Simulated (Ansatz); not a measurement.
Program: Ansatz. Geometries: PBE0-D4/def2-TZVP. ΔE: electronic, gas phase. CBS: MP2 limit from def2 TZ/QZ plus the TZ coupled-cluster correction, frozen cores. This one scheme is used for every species. DFT in def2-TZVPP. For Ge outer-core shells are correlated without core-valence functions, which leaves a few kJ/mol of doubt a bond. Scalar relativity is left out up to krypton. Each species was taken in one conformer, which may not be the lowest.

`B[O][GeH2][F]` + NH₃ → `BN` + `[OH][GeH2][F]`  (ligand exchange at a B–O bond)

```json
{"level": "PBE-QIDH", "ΔE (kcal/mol)": "-2.2"}
{"level": "CAM-B3LYP", "ΔE (kcal/mol)": "-2.6"}
{"level": "MP2/def2-TZVPP", "ΔE (kcal/mol)": "-1.4"}
{"level": "CCSD(T)/def2-TZVPP", "ΔE (kcal/mol)": "-1.1"}
```

(1) What does CCSD(T)/CBS give? (Best estimate.)

Largest T1 diagnostic among the species: 0.013.

Answers

(1) Ansatz gave: -1.3 kcal/mol. The listed levels differ from it by -0.9, -1.3, -0.1, 0.2 kcal/mol.

From BLYP to BHLYP (50 % exact exchange), in def2-TZVPP and without D4, ΔE moves by +1.0 kcal/mol. In def2-TZVPP, CCSD(T) changes the Hartree–Fock value by −1.1 kcal/mol (the triples alone add −0.1 kcal/mol) and MP2 by −1.3 kcal/mol.
